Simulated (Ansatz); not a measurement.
Consider the formal exchange of groups at the Se–Sn bond: `C[Se][Sn]([Cl])([Cl])[Se]C` + CH₃OH → `C[Se]CO` + `C[Se][SnH]([Cl])[Cl]`.

Program: Ansatz. Geometries: PBE0-D4/def2-TZVP. ΔE: electronic, gas phase. CCSD(T)/CBS is the MP2 limit (def2-TZVPP, def2-QZVPP) plus CCSD(T) − MP2 in def2-TZVPP, frozen cores. This one scheme is used for every species. Functionals use def2-TZVPP. B3LYP here is the variant with VWN-RPA as its local correlation; programs differ in this. Elements past krypton have def2 core potentials. For Se, Sn outer-core shells are correlated without core-valence functions, which leaves a few kJ/mol of doubt a bond. Scalar relativity is left out up to krypton. One conformer a species, not always the lowest.

```csv
level,ΔE (kcal/mol),difference from CCSD(T)/CBS
PBE-D4,25.8,-2.0
r2SCAN-D4,25.8,-2.0
PBE0-D4,26.5,-1.3
B3LYP-D4,27.5,-0.3
ωB97X-V,24.7,-3.1
ωB97M-V,25.2,-2.6
B2PLYP,26.0,-1.8
PBE,24.2,-3.6
r2SCAN,25.2,-2.6
PBE0,24.9,-2.9
B3LYP,25.1,-2.7
HF/def2-TZVPP,26.1,-1.7
MP2/def2-TZVPP,27.5,-0.3
SCS-MP2/def2-TZVPP,26.5,-1.3
CCSD/def2-TZVPP,25.3,-2.5
CCSD(T)/def2-TZVPP,25.4,-2.4
HF/def2-QZVPP,26.2,-1.6
MP2/def2-QZVPP,28.9,1.1
SCS-MP2/def2-QZVPP,27.8,0.0
HF/CBS(def2),26.2,-1.6
MP2/CBS(def2),29.9,2.1
CCSD/CBS(def2),27.6,-0.2
CCSD(T)/CBS,27.8,0
```

Largest T1 diagnostic among the species: 0.011.

The D4 term adds +2.5 kcal/mol with B3LYP and +1.6 kcal/mol with PBE0; it sums over pairs of atoms, weighted by their polarisabilities, and B3LYP, whose exchange is more repulsive, gets the larger term.

CCSD(T)/CBS has its own doubt, a few kJ/mol and more with outer-core shells, so smaller differences from it don't rank the levels.
